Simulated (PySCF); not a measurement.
Electron correlation in Zn (zinc, neutral)

[Ar] 3d10 4s1 4p1, high-spin 3P determinant (an excited configuration). Calculation: PySCF 2.14, in def2-TZVPPD; no relativity, point nucleus. Frozen: [Ar]; 12 electrons correlated.

```
  level  correlation energy (mhartree)
   CCSD                        -410.11
    (T)                         -10.49
CCSD(T)                        -420.60
```

Diagnostics: T1 = 0.013, D1 = 0.0380, largest double amplitude 0.029.

Cost of the coupled-cluster step: roughly 12 core-seconds, for 12 correlated electrons.
